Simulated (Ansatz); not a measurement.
Total energies of `[OH][GeH]1[NH]C=[C]1F`.

| atom | x (Å) | y (Å) | z (Å) |
| --- | --- | --- | --- |
| O1 | 1.5916 | 0.7127 | -1.5340 |
| Ge2 | 0.6505 | -0.3371 | -0.4722 |
| N3 | -1.2206 | 0.0009 | -0.4755 |
| C4 | -1.1342 | 0.3182 | 0.9121 |
| C5 | 0.1567 | 0.3215 | 1.2745 |
| F6 | 0.7032 | 0.7454 | 2.4080 |
| H7 | 2.0725 | 0.2271 | -2.2077 |
| H8 | 1.0623 | -1.7999 | -0.7231 |
| H9 | -1.8673 | -0.7536 | -0.6809 |
| H10 | -2.0146 | 0.5647 | 1.4989 |

Total charge 0; spin multiplicity 1. Correlated methods include outer-core shells of Ge, which these sets cover unevenly. Scalar relativity is left out up to krypton. Geometry: relaxed with PBE0-D4/def2-TZVP. It is one conformer, not always the lowest. Basis def2-TZVPP, the Gaussian-basis code of Ansatz.

RPA on PBE orbitals: Hartree–Fock energy of these orbitals -2382.18393 Eh, correlation -1.92584 Eh (frozen core).

```json
{"functional": "PBE", "energy without D4 (Eh)": "-2384.89387", "D4 term (kJ/mol)": "-21.7"}
{"functional": "revPBE", "energy without D4 (Eh)": "-2385.28476", "D4 term (kJ/mol)": "-65.9"}
{"functional": "r2SCAN", "energy without D4 (Eh)": "-2385.38001", "D4 term (kJ/mol)": "-5.3"}
{"functional": "B97M-V", "energy without D4 (Eh)": "-2385.08714", "D4 term (kJ/mol)": "–"}
{"functional": "PBE0", "energy without D4 (Eh)": "-2384.94926", "D4 term (kJ/mol)": "-18.3"}
{"functional": "B3LYP", "energy without D4 (Eh)": "-2385.58384", "D4 term (kJ/mol)": "-35.1"}
{"functional": "r2SCAN0", "energy without D4 (Eh)": "-2385.31541", "D4 term (kJ/mol)": "-6.2"}
{"functional": "HSE06 (plane-wave form)", "energy without D4 (Eh)": "-2384.93597", "D4 term (kJ/mol)": "-17.1"}
{"functional": "BHLYP", "energy without D4 (Eh)": "-2385.36001", "D4 term (kJ/mol)": "-27.0"}
{"functional": "CAM-B3LYP", "energy without D4 (Eh)": "-2385.54728", "D4 term (kJ/mol)": "-18.6"}
{"functional": "LC-ωPBE", "energy without D4 (Eh)": "-2385.07741", "D4 term (kJ/mol)": "–"}
{"functional": "ωB97X-V", "energy without D4 (Eh)": "-2385.25050", "D4 term (kJ/mol)": "–"}
{"functional": "ωB97M-V", "energy without D4 (Eh)": "-2385.33261", "D4 term (kJ/mol)": "–"}
{"functional": "B2PLYP", "energy without D4 (Eh)": "-2384.96242", "D4 term (kJ/mol)": "–"}
```

(1) Give the same for LDA (SPW92), BLYP, r2SCANh, PBE-QIDH. (Best estimate.)

B3LYP takes the VWN-RPA correlation (the form of Gaussian; ORCA's B3LYP/G). HSE06 is the plane-wave form, built on full-range PBE exchange. The double hybrids freeze the cores in their second-order part.

## Answers

(1) The calculation gave: 
| functional | energy without D4 (Eh) | D4 term (kJ/mol) |
| --- | --- | --- |
| LDA (SPW92) | -2380.06711 | – |
| BLYP | -2385.53052 | -47.9 |
| r2SCANh | -2385.35331 | -5.6 |
| PBE-QIDH | -2384.57855 | – |

LC-ωPBE has ω = 0.4 bohr⁻¹.
